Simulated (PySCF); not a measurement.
**Identify the compound**

Molecular formula: C5H12N2O. Simulated spectra:

$^{1}$H NMR (600 MHz, computed): δ 2.85 (s, 12H).

$^{13}$C{$^{1}$H} NMR (computed): δ 169.0, 40.5.

How the numbers were obtained: PBE0/pcSseg-1 with gauge-including orbitals, geometry from GFN2-xTB, in PySCF (no solvent, relativity neglected, single conformer, one averaged value for each set of equivalent atoms).

Chemical shifts δ = σref − σ; TMS for $^{1}$H, $^{13}$C, all at this level.

Deduce the structure.

Answers


- Rings plus π bonds: 1 (no ring in the answer).
- 2 carbon signals for 5 carbons: some carbons are equivalent by symmetry or fast rotation.
- Carbon types of the structure: 1 × C, 4 × CH3, which accounts for all hydrogens.
- δC 169.0: urea carbonyl carbon; lone-pair donation from the attached heteroatom keeps it upfield of a ketone carbonyl.
- δC 40.5: methyl carbon bonded to N; the inductive effect lowers its shielding.
- δH 2.85: hydrogen on a methyl carbon bonded to N; its carbon carries N, an electronegative neighbour.

These data were computed for SMILES CN(C)C(=O)N(C)C.

The shifts were computed for this structure.

Shifts are as computed. Against solution values, carbons near 30 ppm lie about +3 ppm off and those near 130 ppm about +5 ppm. Of 1211 compounds with measured shifts, 218 miss one by over three times the rms of a fit or turn the order of signals round; such compounds aren't used in these exercises.
